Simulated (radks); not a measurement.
The gold anion Au-, [Hg], held by a Watson sphere: a shell of charge +1 at radius R that stands for the Madelung well of a crystal (potential energy -1/R inside, -1/r outside, in hartree with lengths in bohr). Calculated with a radial shooting solver on a logarithmic mesh with Libxc functionals: scalar-relativistic Kohn-Sham, LDA (Slater exchange, Perdew-Wang correlation), spin-polarised, spherical densities, finite nucleus; Fermi nuclear charge, rms radius of each element as measured or else 0.836 A^(1/3) + 0.57 fm. Response by self-consistent Sternheimer equations with the Hartree and adiabatic LDA kernel, the relativistic mass of each level held fixed and spin-orbit coupling left out. The sphere does not respond.

\begin{tabular}{lrrrrrrr}
R (bohr) & e(5p) (eV) & e(5d) (eV) & e(6s) (eV) & <r> 6s (bohr) & sum of <r^2> (bohr^2) & X-ray form factor at sin(theta)/lambda = 0.2 1/angstrom & alpha (bohr^3) \\ \hline
3.56 & -59.396 & -6.526 & -6.142 & 2.945 & 72.56 & 67.100 & 51.84 \\
4.38 & -58.577 & -5.664 & -5.333 & 3.050 & 74.69 & 67.096 & 62.12 \\
5.33 & -57.802 & -4.869 & -4.546 & 3.132 & 76.38 & 67.101 & 73.13 \\
5.65 & -57.577 & -4.642 & -4.318 & 3.152 & 76.81 & 67.102 & 76.46 \\
5.97 & -57.370 & -4.433 & -4.107 & 3.169 & 77.17 & 67.104 & 79.57 \\
6.48 & -57.070 & -4.131 & -3.802 & 3.191 & 77.65 & 67.105 & 84.07 \\
6.51 & -57.053 & -4.114 & -3.786 & 3.192 & 77.67 & 67.105 & 84.31 \\
\end{tabular}
